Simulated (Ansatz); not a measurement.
Reaction (isomerisation): `[OH][GeH2][NH]CF` → `N[C](O)(F)[GeH3]`

Program: Ansatz. Geometries: PBE0-D4/def2-TZVP. ΔE: electronic, gas phase. CCSD(T)/CBS is the MP2 limit (def2-TZVPP, def2-QZVPP) plus CCSD(T) − MP2 in def2-TZVPP, frozen cores. DFT in def2-TZVPP. B3LYP here is the variant with VWN-RPA as its local correlation; programs differ in this. For Ge outer-core shells are correlated without core-valence functions, which leaves a few kJ/mol of doubt a bond. Scalar relativity is left out up to krypton. Each species was taken in one conformer, which may not be the lowest.

```
         level  ΔE (kJ/mol)
     r2SCAN-D4        119.1
       PBE0-D4        116.0
       ωB97X-V        122.2
       ωB97M-V        120.0
         B3LYP        125.2
 HF/def2-TZVPP        139.4
MP2/def2-TZVPP        138.4
  HF/CBS(def2)        141.0
```

Question: What does CCSD(T)/CBS give? (An estimate is asked.)

Answer: Computed: +128.7 kJ/mol. The listed levels differ from it by -9.6, -12.7, -6.5, -8.7, -3.5, 10.7, 9.7, 12.3 kJ/mol.

Largest T1 diagnostic among the species: 0.012.

From PBE to PBE0 (25 % exact exchange), in def2-TZVPP and without D4, ΔE moves by +3.9 kJ/mol.
